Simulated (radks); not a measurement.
Species: the barium ion Ba+. Configuration: [Xe] 6s1 (the NIST ground configuration).

Calculated with a radial shooting solver on a logarithmic mesh with Libxc functionals: scalar-relativistic Kohn-Sham, Slater X-alpha with alpha = 0.667, spin-polarised, spherical densities, point nucleus; open shells are filled with parallel spins first (spin-orbit coupling, left out, can overturn this in heavy ions).

Energy parts (hartree):
total: -8123.8607
kinetic: 8578.4108
electron-nucleus: -19661.5178
Hartree: 3144.9734
exchange: -185.7271

Orbitals (lengths in bohr, moments of r in powers of bohr):
orbital  occ.  eigenvalue (hartree)      <r^4>      <r^2>   <1/r>
1s up       1             -1367.953  2.080e-06  0.0008897   60.65
1s down     1             -1367.953  2.080e-06  0.0008897   60.65
2s up       1             -216.3666  0.0003476    0.01423   13.95
2s down     1             -216.3665  0.0003476    0.01423   13.95
2p up       3             -194.1311  0.0002527    0.01130   13.27
2p down     3             -194.1310  0.0002527    0.01130   13.27
3s up       1             -45.76483    0.01446    0.09769   5.035
3s down     1             -45.76458    0.01446    0.09769   5.035
3p up       3             -38.63603    0.01511    0.09769   4.779
3p down     3             -38.63578    0.01511    0.09769   4.779
3d up       5             -28.25344    0.01277    0.08402   4.533
3d down     5             -28.25321    0.01277    0.08402   4.533
4s up       1              -9.08684     0.3852     0.5135   2.086
4s down     1              -9.08632     0.3851     0.5134   2.086
4p up       3              -6.78556     0.5127     0.5838   1.920
4p down     3              -6.78497     0.5126     0.5837   1.920
4d up       5              -3.44415     0.9204     0.7470   1.654
4d down     5              -3.44337     0.9200     0.7469   1.654
5s up       1              -1.40126      13.60      3.022  0.8068
5s down     1              -1.39865      13.34      3.004  0.8083
5p up       3              -0.85224      27.96      4.228  0.6779
5p down     3              -0.84630      26.28      4.133  0.6833
6s up       1              -0.27499      659.0      21.26  0.2879
6s down     0              -0.21795      675.9      20.99  0.2963

The highest occupied level is 6s up at -7.483 eV. Spin moment in Bohr magnetons: 1. The density falls to 0.001 e/bohr^3 at r = 4.73 bohr. Summed over all electrons, <r^2> = 66.09 bohr^2, which gives a Langevin (diamagnetic) susceptibility term of -52.3 x 10^-6 cm^3/mol. For comparison, the ionisation energy in NIST's Atomic Spectra Database is 10.004 eV (measured). In exact Kohn-Sham theory the highest level is minus the ionisation energy, but local and semilocal functionals leave it too shallow, through self-interaction and a potential that decays too fast; potentials with the right tail come closer.
